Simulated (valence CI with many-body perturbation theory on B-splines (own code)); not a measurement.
Cs6+ in three bases

Method: valence CI with perturbative core correlation (CI+MBPT): three valence electrons over a frozen Dirac-Fock core [Kr] 4d10, radial functions for each j: 7 s, 7 p, 7 d, 7 f, 4 g, 2 h, with the one-electron correlation potential Σ1, the two-electron term Σ2, the three-electron term Σ3, Breit, model QED; selected CI, second order for the rest, scaled by the run's own slope (own B-spline code, finite nucleus).

Set against measurement, 26 paired levels are off by 257 cm⁻¹ on average, the worst by 947. These come from a selection out of Sansonetti, J. Phys. Chem. Ref. Data 38, 761 (2009). Levels without a partner in it may be off by more, other configurations by several thousand cm⁻¹. 1 measured level below the end of the list, from 297071 cm⁻¹ on, found no clear computed partner, and computed levels of the same name lie up to 1369 cm⁻¹ from them.

The reference run has the lowest level 5s2 5p 2P°_1/2 and an ionisation energy of 83.3259 eV. Its largest variational space holds 10013 state functions.

Names give the largest LS component (configuration and term), which can be under half, so a name can repeat, a term be missing and a line seem to break the LS rules; names also repeat where a configuration has a term twice.

Changed runs:
A. basis 5 s, 5 p, 5 d, 5 f, 2 g
B. basis 4 s, 4 p, 4 d, 4 f

Excitation energies of the reference run in cm⁻¹, and shifts in cm⁻¹:

| Level | Reference | A | B |
| --- | --- | --- | --- |
| 5s2 5p 2P°_3/2 | 19385 | -4.3 | -16 |
| 5s 5p2 4P_1/2 | 103948 | -71 | -290 |
| 5s 5p2 4P_3/2 | 113959 | -82 | -340 |
| 5s 5p2 4P_5/2 | 122003 | -67 | -283 |
| 5s 5p2 2D_3/2 | 141106 | +17 | +42 |
| 5s 5p2 2D_5/2 | 147072 | -1.8 | -33 |
| 5s 5p2 2P_1/2 | 158470 | +88 | +401 |
| 4f 5s2 2F°_5/2 | 166890 | +486 | +1544 |
| 4f 5s2 2F°_7/2 | 167666 | +490 | +1546 |
| 5s 5p2 2S_1/2 | 178419 | +95 | +434 |
| 5s 5p2 2P_3/2 | 179845 | +75 | +346 |
| 5s2 5d 2D_3/2 | 206539 | +53 | +245 |
| Ionisation energy (eV) | 83.3259 | -0.0141 | -0.0440 |
